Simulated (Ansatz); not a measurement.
# Ligand exchange: CH3I + C4H9I → I2 + C5H12

Species: CH3I (methyl iodide) `CI`, singlet; C4H9I (tert-butyl iodide) `CC(C)(C)I`, singlet; I2 (iodine), singlet; C5H12 (neopentane) `CC(C)(C)C`, singlet. The partners trade CH3 for I: I–CH3 and C–I bonds give way to I–I and C–CH3.

Shapes, held fixed at every level: PBE0-D4/def2-TZVP. Programs: Ansatz 0.2.0. Electronic energies: no zero-point or thermal term.

| level | kind | ΔE (kJ/mol) | less CCSD(T)/def2-TZVPP |
| --- | --- | --- | --- |
| HF/def2-SVP | Hartree–Fock | -61.0 | -29.6 |
| HF/def2-TZVPP | Hartree–Fock | -55.3 | -23.9 |
| r2SCAN-D4/def2-TZVPP | meta-GGA | -43.1 | -11.7 |
| BHLYP-D4/def2-TZVPP | global hybrid | -52.3 | -20.9 |
| PBE0-D4/def2-TZVPP | global hybrid | -48.1 | -16.7 |
| wB97X-V/def2-TZVPP | range-separated hybrid | -47.7 | -16.3 |
| CCSD/def2-TZVPP | coupled cluster or CI | -36.6 | -5.2 |
| CCSD(T)/def2-TZVPP | coupled cluster or CI | -31.4 | 0.0 |

The highest level, CCSD(T)/def2-TZVPP, gives ΔE = -31.4 kJ/mol; the levels span -61.0 to -31.4. The column of differences is taken from that level and isn't an error. No measured value is set beside it here. For atoms past krypton def2 sets carry core potentials with scalar relativity. Correlated rows may include outer-core shells of I, which these sets cover unevenly.
